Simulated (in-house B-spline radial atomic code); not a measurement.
# RPA and G0W0 on SCAN: Tb7+

Configuration [Kr] 4d10 4f7 5s2 5p3, highest spin, mean-field start SCAN. Computed with a B-spline radial code for spherical atoms: all electrons, scalar-relativistic (spin-free one-electron X2C), finite nucleus, each spin shell either full or empty, empty states to l = 9 with an (l + 1/2)⁻⁴ tail; G0W0 by contour deformation at full frequency.

Without the two-electron picture change, the correlation of inner shells comes somewhat too large for so heavy an element.

Spin-orbit coupling, left out, splits p levels strongly here.

Command:
```bash
python run_gw.py task.json out
```
Settings (radii: box in bohr, nucleus in fm):
```
Z                        65
electrons                58
configuration            [Kr] 4d10 4f7 5s2 5p3
hamiltonian              x2c
method                   scan,scan
lmax                     9
rms_radius               5.06
spin_polarised           True
box_radius               8.41
intervals                66
```

Cost of the run: 8.4 s on 1 thread of Arm Neoverse N1, on a shared host.

Energies (hartree):

| term | value |
| --- | --- |
| mean-field total | -11696.60151 |
| Hartree-Fock functional on these orbitals | -11692.15409 |
| direct second order | -5.5976 |
| second-order exchange | 1.5078 |
| SOSEX correction | 1.4108 |

(1) What is the RPA correlation energy, and what remains with SOSEX?

Quasi-particle levels (eV):

| level | occupied | mean field | Σx - vxc | Σc | QP weight | G0W0 |
| --- | --- | --- | --- | --- | --- | --- |
| 4f up | yes | -109.49 | -14.43 | ? | ? | ? |
| 5p up | yes | -117.56 | -7.63 | -0.57 | 0.964 | -125.76 |
| 5s down | yes | -136.29 | -4.29 | -3.70 | 0.965 | -144.28 |
| 5p down | no | -108.99 | 9.19 | -3.31 | 0.965 | -103.11 |

G0W0 = mean field + (Σx - vxc) + Σc, with Σc (partial-wave tail included) taken at the quasi-particle energy. Only the outer levels were computed. Levels of low weight are left out.

(2) Where does G0W0 put 4f up?

Answers

(1) RPA gives -4.9337 hartree (-2.31 eV per electron); RPA + SOSEX gives -3.5229, and the second-order doubles -4.0898 hartree (no singles). RPA lacks exchange-type terms and so overcorrelates at short range.

(2) At -121.54 eV, with Σc = 2.38 eV and a quasi-particle weight of 0.945.
